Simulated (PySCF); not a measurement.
This PySCF input asks for the NMR shieldings of SMILES CC[C@@H](C)[Si@@H](O)NC, C5H15NOSi; the geometry comes from PBE0-D3(BJ)/def2-SVP.

```python
import basis_set_exchange as bse
import numpy as np
from pyscf import gto, dft
from pyscf.prop import nmr

atoms = """
C    -2.881799    0.170949   -0.830156
C    -1.462098   -0.273916   -0.509177
C    -0.804764    0.459469    0.668384
C    -1.511824    0.216324    2.002353
Si    1.017658   -0.004605    0.812655
O     1.258742   -1.641831    1.057375
N     1.785033    0.452989   -0.668937
C     3.170219    0.192678   -0.981715
H    -2.914743    1.246942   -1.066889
H    -3.568883   -0.003014    0.011672
H    -3.284272   -0.373501   -1.698340
H    -1.459419   -1.359073   -0.294549
H    -0.832535   -0.151381   -1.407350
H    -0.825723    1.547559    0.454700
H    -1.030929    0.772010    2.822760
H    -1.481759   -0.852487    2.272466
H    -2.569197    0.523366    1.977272
H     1.607528    0.592554    2.049010
H     1.027216   -2.197774    0.307068
H     1.374134    1.213307   -1.199351
H     3.510086   -0.692221   -0.421496
H     3.853839    1.024777   -0.723768
H     3.312592   -0.035190   -2.052331
"""
names = dict.fromkeys(["C", "Si", "O", "N", "H"], "pcSseg-1")
basis = {el: gto.basis.parse(bse.get_basis(n, elements=[el], fmt="nwchem")) for el, n in names.items()}
mol = gto.M(atom=atoms, basis=basis, charge=0, verbose=0)
mf = dft.RKS(mol, xc="PBE0")
mf.grids.level = 2
mf.grids.alignment = dft.numint.BLKSIZE   # the property module wants whole blocks of grid points
mf.conv_tol = 1e-9
mf.kernel()

calc = nmr.RKS(mf)   # GIAO
C = mf.mo_coeff
Co = C[:, mf.mo_occ > 0]
resp = mf.gen_response(singlet=True, hermi=2)
def vind(x):   # induced exchange potential for any number of trial vectors
    d = np.einsum("pi,xij,qj->xpq", C, 2 * x.reshape(-1, C.shape[1], Co.shape[1]), Co, optimize=True)
    return np.einsum("xpq,pi,qj->xij", resp(d - d.transpose(0, 2, 1)), C, Co, optimize=True).ravel()
mo1, _ = nmr.rhf.solve_mo1(calc, with_cphf=vind)
sigma = calc.kernel(mo1)
for i, s in enumerate(sigma):   # ppm
    print("%2d %-2s %9.2f" % (i, mol.atom_pure_symbol(i), np.trace(s) / 3))
```

Task: What does it print?

Result: 
```
 0 C     170.21
 1 C     159.81
 2 C     161.49
 3 C     171.72
 4 Si    360.82
 5 O     304.40
 6 N     232.14
 7 C     155.56
 8 H      30.80
 9 H      29.95
10 H      30.18
11 H      30.48
12 H      29.85
13 H      31.34
14 H      30.27
15 H      30.62
16 H      29.93
17 H      26.61
18 H      30.83
19 H      31.42
20 H      28.55
21 H      28.60
22 H      28.70
```

These numbers come from an equivalent density-fitted implementation of the same equations, which agrees with the script to about 0.01 ppm for H and up to a few tenths of a ppm for heavy atoms, so last digits may differ.

Task: Turn these shieldings into chemical shifts. References, each an isolated molecule treated in the same way: $^{13}$C (184.41 ppm) and $^{29}$Si (351.99 ppm) and $^{1}$H (31.27 ppm) vs TMS; $^{17}$O (334.56 ppm) vs H2O; $^{15}$N (265.67 ppm) against NH3.

Result: Averaging equivalent atoms: C 7: 28.8; C 1: 24.6; C 2: 22.9; C 0: 14.2; C 3: 12.7; Si 4: -8.8; O 5: 30.2; N 6: 33.5; H 17: 4.66; H 20/21/22: 2.65; H 12: 1.42; H 14/15/16: 0.99; H 8/9/10: 0.96; H 11: 0.79; H 18: 0.44; H 13: -0.07; H 19: -0.15 ppm. Experimental scales use liquid or dissolved standards, which lie at an offset from isolated NH3 (liquid NH3: subtract about 20 ppm) and H2O (liquid H2O: subtract about 36 ppm).

Size and cost of the density-fitted run: 218 basis functions, 88 s wall time on 1 thread of an Arm Neoverse N1, shared host; peak memory 1 GiB.
